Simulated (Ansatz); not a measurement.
CrO4 (SMILES [O]=[Cr-2](=[O])(=[O])=[O]), charge -2, singlet, at a GFN2-xTB geometry (such geometries of metal compounds can be far from the true shape) (a gas-phase anion, which may not be bound at this level); HF/6-31G** in Ansatz (an electronic-structure program).

Here is a job for Ansatz.
Ansatz 0.2 input:
```yaml
crystal:
  periodic: [false, false, false]
  atoms:
    - {symbol: Cr, position_ang: [0.00000000, 0.00000000, -0.00000000]}
    - {symbol: O, position_ang: [1.11911804, 0.63621091, -1.00629935]}
    - {symbol: O, position_ang: [0.74912909, -0.80537194, 1.20830855]}
    - {symbol: O, position_ang: [-0.95622851, -1.03167988, -0.83131917]}
    - {symbol: O, position_ang: [-0.91201863, 1.20084091, 0.62930997]}
basis:
  gaussian:
    orbitals: 6-31G__.json
hamiltonian:
  xc: hf
total_charge: -2
```
The basis file holds 6-31G** in the JSON format of the Basis Set Exchange.

**Question.** Predict the main parts of the log of this Ansatz run.

**Answer.** 
```
Functional definition: HF
826 factors; integrals over basis functions are off by at most 7.0e-4 eV
mean field evaluation 1: about -36490.4394 eV, gradient 1.3e2 eV
mean field evaluation 2: about -36490.8817 eV, gradient 1.3e2 eV
mean field evaluation 4: about -36519.7544 eV, gradient 6.5e1 eV
mean field evaluation 8: about -36525.6390 eV, gradient 1.5e0 eV
mean field evaluation 16: about -36525.7047 eV, gradient 8.4e-4 eV
mean field evaluation 32: about -36497.5368 eV, gradient 2.6e1 eV
mean field evaluation 64: about -36518.1574 eV, gradient 1.7e0 eV
mean field evaluation 96: about -36498.0408 eV, gradient 9.0e0 eV
mean field -36525.70469612 eV, -1342.2948895707 hartree, gradient 1.8e-5 eV, S^2 0.000000; 0 other end points of the search recorded, 0 dependent functions left out
reference -36525.70469612 eV, -1342.2948895707 hartree; 29, 29 occupied and 67, 67 virtual orbitals, 826 factors
Total energy: -36525.70469612 eV, -1342.2948895707 hartree
```
